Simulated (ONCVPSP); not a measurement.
**Configuration tests for ruthenium (Ru) (ONCV)**

```json
{
  "Element": "ruthenium (Ru)",
  "Generator": "ONCVPSP 4.0.1",
  "Type": "optimised norm-conserving Vanderbilt (ONCV)",
  "Functional": "LDA (Perdew-Wang 92)",
  "Relativity": "scalar-relativistic",
  "Frozen core": "[Ar] 3d10",
  "Valence charge": "16",
  "Reference configuration": "4s2 4p6 4d7 5s0.5 (charge +0.5)",
  "Partial waves": "4s+5s: rc 1.70 bohr, ncon 4, nbas 8, qcut 5.7 1/bohr, 3 projectors, debl 2.9 Ha; 4p: rc 1.40 bohr, ncon 3, nbas 6, qcut 9.6 1/bohr, 2 projectors, debl 1.9 Ha; 4d: rc 1.85 bohr, ncon 3, nbas 7, qcut 10.1 1/bohr, 2 projectors, debl 1.7 Ha",
  "Local potential": "polynomial inside 1.30 bohr (lpopt 5, dvloc0 3 Ha)",
  "Core correction": "Teter function, fcfact 1.5, rcfact 1.65"
}
```

Energies are relative to the spin-unpolarised reference configuration 4s2 4p6 4d7 5s0.5; without spin polarisation the order of configurations can differ from experiment.

```tsv
valence configuration	charge	ΔE all-electron (eV)	error AE − PS (meV)
4s2 4p6 4d7 5s1	0	-3.012	0.0
4s2 4p6 4d6 5s0	+2	23.031	-2.1
4s2 4p6 4d8 5s0	0	-3.284	-1.8
```

(1) What are ΔE and the potential's error for 4s2 4p6 4d7 5s0?

Levels in the configuration 4s2 4p6 4d7 5s0:

```json
{"level": "4s", "all-electron (eV)": "-83.908", "pseudo (eV)": "-83.927"}
{"level": "4p", "all-electron (eV)": "-54.026", "pseudo (eV)": "-54.032"}
{"level": "4d", "all-electron (eV)": "-12.801", "pseudo (eV)": "-12.801"}
```

Answers

(1) ΔE = 4.593 eV all-electron; the error (AE − PS) is -1.2 meV.
